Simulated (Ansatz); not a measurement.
Species: H3F2GaSi, SMILES `[F][Ga]([F])[SiH3]` (charge 0, multiplicity 1), formula H$_{3}$F$_{2}$GaSi.

Problem. How many basis functions does frozen-core CCSD(T)/cc-pVTZ // B3LYP-D3(BJ)/def2-TZVP in Ansatz (a program for electronic structure) use, how many core orbitals are frozen, and how many electrons are correlated?

Solution. 179 basis functions and 16 frozen orbitals, which leaves 34 correlated electrons (filled d shells below the valence shell are correlated). Core time is of the order of minutes.
